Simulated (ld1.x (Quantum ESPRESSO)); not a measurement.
Pseudopotential generation for chlorine (Cl): RRKJ, PBE, non-relativistic.

chlorine, norm-conserving RRKJ (Kleinman–Bylander form), made with ld1.x (Quantum ESPRESSO) 7.5 (PBE, non-relativistic). Core [Ne], reference 3s2 3p4.75 (charge +0.25). Waves: 3s (bound): rc 1.05 bohr; 3d channel at 0.25 Ry: rc 1.15 bohr; 3p (bound): rc 1.45 bohr. Local part: the p channel. Core correction: a·sin(br)/r model core inside 0.65 bohr.

All-electron outer shells of the reference configuration (PBE, non-relativistic, ld1.x):

```json
{"shell": "3s", "level (eV)": "-23.22", "outermost node (bohr)": "0.56", "outermost maximum (bohr)": "1.29"}
{"shell": "3p", "level (eV)": "-11.16", "outermost node (bohr)": "0.53", "outermost maximum (bohr)": "1.43"}
```

Task: Estimate the cutoffs (Ry, on a coarse ladder) from which the occupation-weighted sum of valence levels, in a spherical-Bessel basis at the reference potential, stays within 10 and 1 mRy of its value at 400 Ry.

Result: 70 Ry and 90 Ry.

Task: What does a ghost test show?

Result: No extra level below or beside the all-electron valence levels (s, d, p, f tested).

Task: Which valence shell sets the plane-wave cutoff?

Result: 3s: its level needs 90 Ry to come within 1 mRy, against 35 Ry for 3p.

Task: Tests: 3s2 3p5; 3s2 3p4; 3s2 3p3; 3s2 3p4.5; 3s1 3p6; 3s2 3p2; 3s2 3p5.3. Which has the largest error in its energy relative to the reference configuration, and how large is it?

Result: 3s2 3p2, with +80 meV (all-electron minus pseudo) on +75.19 eV.
